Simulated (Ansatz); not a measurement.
Basis-set extrapolation for C₂H₇FOSi (`COC[SiH2]F`) (PBE0-D4/def2-TZVP geometry, frozen core, Ansatz 0.2.0). Multiplicity 1, RHF reference.

|  | def2-TZVPP | def2-QZVPP |
| --- | --- | --- |
| HF | -543.205674 | -543.227330 |
| MP2 correlation | -0.958581 | -1.034017 |
| CCSD(T) correlation | -1.034651 | not run |

Energies in hartree. Use E(X) = E(∞) + A·exp(−7.88·√X) for Hartree–Fock and E(X) = E(∞) + B·X^(−2.97) for correlation, with X = 3 and 4, and add CCSD(T) minus MP2 of the smaller set to the MP2 limit.

What is the CCSD(T) energy at the basis-set limit?

HF limit: -543.227330 + (-0.021656) × 0.13774 = -543.23031. MP2 limit: -1.034017 + (-0.075436) × 0.74074 = -1.08990. Higher-order term: -1.034651 − (-0.958581) = -0.07607. Total: -544.39628 hartree, 97.9 kcal/mol below CCSD(T)/def2-TZVPP.
